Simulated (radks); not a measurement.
The thallium ion Tl2+ inside a hard spherical wall (all orbitals vanish at R), configuration held at [Xe] 4f14 5d10 6s1 and not refilled when levels cross. Method: scalar-relativistic Kohn-Sham, r2SCAN, spin-polarised, spherical densities, finite nucleus; open shells are filled with parallel spins first (spin-orbit coupling, left out, can overturn this in heavy ions); meta-GGA in the generalised Kohn-Sham scheme; Fermi nuclear charge, rms radius 5.4759 fm; computed with a radial shooting solver on a logarithmic mesh with Libxc functionals. Eigenvalues in eV for spin up, with the zero of energy where the potential of the charges vanishes at infinity; a dash marks a level that is unbound or too diffuse for the functional's potential to be trusted. A positive occupied level is held by the wall or, in an anion where self-interaction has pushed it up, behind a barrier. The pressure on the wall is -dE/dV.

R (bohr) = free: E (hartree) -20242.1141; kinetic (hartree) 22786.469; e(4f) -133.18; e(5p) -96.014; e(5d) -33.829; e(6s) -26.092; e(6p, empty) -15.958; e(7s, empty) -; pressure (GPa) 0
R (bohr) = 20: E (hartree) -20242.1141; kinetic (hartree) 22786.469; e(4f) -133.18; e(5p) -96.014; e(5d) -33.829; e(6s) -26.092; e(6p, empty) -15.958; e(7s, empty) -; pressure (GPa) < 0.0001
R (bohr) = 6: E (hartree) -20242.1132; kinetic (hartree) 22786.481; e(4f) -133.15; e(5p) -95.983; e(5d) -33.801; e(6s) -26.054; e(6p, empty) -15.738; e(7s, empty) -2.723; pressure (GPa) 0.130
R (bohr) = 5: E (hartree) -20242.1057; kinetic (hartree) 22786.558; e(4f) -132.96; e(5p) -95.809; e(5d) -33.645; e(6s) -25.806; e(6p, empty) -14.932; e(7s, empty) 3.717; pressure (GPa) 1.73
R (bohr) = 3.5: E (hartree) -20241.8879; kinetic (hartree) 22788.066; e(4f) -130.09; e(5p) -93.282; e(5d) -31.284; e(6s) -21.236; e(6p, empty) -6.352; e(7s, empty) 40.383; pressure (GPa) 96.8
R (bohr) = 2: E (hartree) -20233.2297; kinetic (hartree) 22828.375; e(4f) -90.677; e(5p) -61.754; e(5d) 6.041; e(6s) 64.317; e(6p, empty) 105.49; e(7s, empty) 312.09; pressure (GPa) 14600
R (bohr) = 1.5: E (hartree) -20201.3560; kinetic (hartree) 22951.939; e(4f) -23.332; e(5p) 4.414; e(5d) 89.958; e(6s) 264.56; e(6p, empty) 334.26; e(7s, empty) 761.10; pressure (GPa) 140000
